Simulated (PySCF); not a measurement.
**Arsenic: a sound run and one with changed settings**

Sound run: As²⁺ [Ar] 3d10 4s2 4p1, As³⁺ [Ar] 3d10 4s2. Calculation: PySCF 2.14, in cc-pVDZ-DK (5s4p2d, 27 functions); scalar relativity by spin-free X2C-1e. In the sound run the correlated levels freeze [Ar] 3d10. The sound run starts from symmetry-adapted Hartree-Fock orbitals and uses a fine grid where one is needed.

Changed run: the non-relativistic Hamiltonian (point nucleus). This setting is unsound on purpose.

| species | method | sound run (hartree) | changed run (hartree) | converged |
| --- | --- | --- | --- | --- |
| As²⁺ | UHF | -2257.90965 | -2218.98494 | yes |
| As²⁺ | TPSS | -2259.51716 | -2220.59530 | yes |
| As²⁺ | r2SCAN | -2259.53362 | -2220.61071 | yes |
| As²⁺ | MP2 | -2257.94237 | -2219.01829 | yes |
| As²⁺ | CCSD(T) | -2257.95817 | -2219.03507 | yes |
| As³⁺ | UHF | -2256.90048 | -2217.97941 | yes |
| As³⁺ | TPSS | -2258.48242 | -2219.56455 | yes |
| As³⁺ | r2SCAN | -2258.49208 | -2219.57304 | yes |
| As³⁺ | MP2 | -2256.92770 | -2218.00729 | yes |
| As³⁺ | CCSD(T) | -2256.94031 | -2218.02094 | yes |

Ionisation energy of As²⁺:

```json
{"method": "UHF", "sound run (eV)": "27.461", "changed run (eV)": "27.362"}
{"method": "TPSS", "sound run (eV)": "28.157", "changed run (eV)": "28.048"}
{"method": "r2SCAN", "sound run (eV)": "28.342", "changed run (eV)": "28.236"}
{"method": "MP2", "sound run (eV)": "27.611", "changed run (eV)": "27.511"}
{"method": "SCS-MP2", "sound run (eV)": "27.592", "changed run (eV)": "27.491"}
{"method": "CCSD", "sound run (eV)": "27.687", "changed run (eV)": "27.584"}
{"method": "CCSD(T)", "sound run (eV)": "27.697", "changed run (eV)": "27.596"}
```

Most of the change in total energy is the relativistic energy itself. On top of that the contraction fixes the core shape for the Hamiltonian it was made with, so the changed run is not a good calculation with the other Hamiltonian either.

For comparison, NIST gives 28.349 ± 0.012 eV between the lowest levels.
